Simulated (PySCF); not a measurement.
## Magnetic susceptibility: `InChI=1S/C5H4Cl3F/c1-4(9)2-3-5(6,7)8/h2-3H,1H2/b3-2+`

Cartesian coordinates in Å; atom numbers follow the order of the lines, from 1:
```xyz
13

C    -2.6837    0.2770   -0.1168
C    -1.5570   -0.3075    0.2761
F    -1.6208   -1.5137    0.8812
C    -0.2208    0.2282    0.1215
C     0.8717   -0.4097    0.5411
C     2.2616    0.0865    0.4111
Cl    2.9970    0.2121    2.0402
Cl    3.2214   -1.0929   -0.5369
Cl    2.3925    1.6640   -0.3762
H    -2.6681    1.2355   -0.5988
H    -3.6362   -0.1959    0.0400
H    -0.1597    1.1918   -0.3604
H     0.7977   -1.3749    1.0243
```

Method used: PySCF 2.14.0, GIAO B97-D/pcseg-1 magnetisability, rotational g tensor and spin-rotation constants, non-relativistic, gas phase. Geometry: GFN2-xTB.

(1) How diamagnetic is it, and how anisotropic?

(2) Split it along the inertial axes a, b, c into diamagnetic and paramagnetic parts about the centre of mass, with the quadrupole moment.

(3) And the rotational g tensor?

## Answers

(1) Isotropic -1545 × 10⁻³⁰ J/T², or -93.1 × 10⁻⁶ cm³/mol; principal values -1801, -1502, -1334 × 10⁻³⁰ J/T², anisotropy 410 × 10⁻³⁰ J/T² (root of half the summed squared differences of the principal values). The susceptibility is in cgs units.

(2) 
| axis | χ (10⁻⁶ cm³/mol) | diamagnetic (10⁻⁶ cm³/mol) | paramagnetic (10⁻⁶ cm³/mol) | summed x² of all electrons (Å²) | quadrupole Θ (D Å) |
| --- | --- | --- | --- | --- | --- |
| a | -82.8 | -847.3 | 764.5 | 434.7 | +2.72 |
| b | -88.0 | -2212.9 | 2124.9 | 112.8 | +1.95 |
| c | -108.4 | -2322.5 | 2214.0 | 86.9 | -4.67 |

Anisotropies 2χaa − χbb − χcc = +30.8 and 2χbb − χaa − χcc = +15.3 × 10⁻⁶ cm³/mol. Θ is traceless in Buckingham's convention.

(3) 
```tsv
axis	rotational constant (GHz)	g	nuclear part	electronic part
a	1.4863	-0.0318	0.5020	-0.5338
b	0.5250	-0.0099	0.5142	-0.5241
c	0.5008	-0.0037	0.5172	-0.5209
```
Asymmetric top; isotopes 12C, 35Cl, 19F, 1H; no vibrational averaging.
